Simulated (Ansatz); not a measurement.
Ti3H⁺, relaxed as a quintet with UKS r2SCAN-D4/def2-TZVP in Ansatz, starting from the r2SCAN-D4/def2-TZVP geometry of the charge +1 singlet. Force threshold 0.02 eV/Å.

The charge 1 quintet is spin-contaminated (final ⟨S²⟩ up to 6.26, 6.00 for a pure state). The relaxation made no stability test and no search for a lower SCF solution. At r2SCAN-D4/def2-TZVP a triplet of charge 1 lies 0.20 eV below the quintet, each at its own geometry. That triplet is doubtful there (⟨S²⟩ 4.33, where a pure state has 2.00). The structure comes from a short search, and lower isomers may exist.

Start:

```xyz
4

Ti   -0.819    0.700   -0.679
Ti   -0.514   -1.633   -0.600
Ti    0.917   -0.388    0.794
H     0.415    1.321    0.486
```

Estimate the energy that the relaxation releases and the steps that it takes.

0.06 eV, in 21 steps; 2.4 min on 4 threads of Intel Xeon Platinum 8175M on a shared host. The force fell under the threshold at step 4, but the optimiser went on and released 0.048 eV more. No frequencies were taken in this run, so the end may be a saddle point.

Does the start keep its bonding?

By distances, no bond broke or formed. The bond that changes most is Ti1–Ti2, from 2.35 to 2.28 Å (atoms count from 1).

Predict the relaxed structure.


```csv
atom,x (Å),y (Å),z (Å)
Ti1,-0.5818,0.6688,-0.8710
Ti2,-0.6736,-1.5647,-0.4263
Ti3,1.0963,-0.3334,0.5912
H4,0.1591,1.2294,0.7062
```
Bond lengths (bridged metal pairs left out): 2 × Ti–Ti 2.28 to 2.38 Å; 2 × H–Ti 1.83 Å.
